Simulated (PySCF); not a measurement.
H5InN2O, SMILES [NH2][In]([NH2])[OH] (PBE0/def2-SVP optimised geometry):

```
9

In    -0.148     0.016     0.000
O     -1.120    -1.698     0.369
H     -0.524    -2.425     0.577
N     -1.346     1.654     0.000
H     -2.326     1.451    -0.177
H     -1.064     2.425    -0.599
N      1.889     0.016     0.000
H      2.326     0.822    -0.441
H      2.323    -0.822    -0.379
```

Level of theory: PBE0/def2-TZVP, def2 effective core potentials past Kr run with PySCF.

Q: What are the frontier orbital energies and the dipole moment?

A: HOMO-2 -8.29 eV, HOMO-1 -7.54 eV, HOMO -7.06 eV, LUMO -1.14 eV, LUMO+1 -0.01 eV; dipole moment 2.77 D.

On the same geometry PySCF with PBE/def2-TZVP, def2 effective core potentials past Kr gives HOMO-2 -6.67 eV, HOMO-1 -6.05 eV, HOMO -5.67 eV, LUMO -2.00 eV, LUMO+1 -0.71 eV; dipole moment 2.59 D.
